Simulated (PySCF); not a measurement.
C$_{3}$H$_{9}$ClSi (SMILES C[Si](C)(C)Cl), singlet, geometry from GFN2-xTB.

The PySCF input:
```python
from pyscf import gto, scf, dft

mol = gto.M(
    atom='''
C    -0.749786    1.596724   -0.367297
Si    0.169352    0.115071    0.399601
C     1.634702   -0.411308   -0.697683
C    -1.021455   -1.344569    0.682118
Cl    0.909135    0.694425    2.215661
H    -1.167217    1.342949   -1.336705
H    -1.567859    1.925730    0.267133
H    -0.085296    2.444611   -0.507256
H     2.175572   -1.246087   -0.260960
H     1.299491   -0.716841   -1.683894
H     2.342599    0.402248   -0.828328
H    -1.449671   -1.691182   -0.253232
H    -1.842562   -1.063858    1.335576
H    -0.512381   -2.186409    1.142728
''',
    basis='6-311+g(2d,p)',
    charge=0,
    spin=0,
    verbose=3,
)

mf = dft.RKS(mol)
mf.xc = 'pbe'
mf = mf.density_fit(auxbasis='def2-universal-jkfit')
mf.kernel()
mf.analyze()
```

### Question
What does this run give for the dipole moment, nuclear repulsion energy, number of basis functions, HOMO energy, HOMO-LUMO gap?

### Answer

The dipole moment comes out as 1.90 D and the nuclear repulsion energy is 298.1068 Eh. The number of basis functions comes out as 205. The HOMO energy is -7.04 eV and the HOMO-LUMO gap is 6.41 eV.
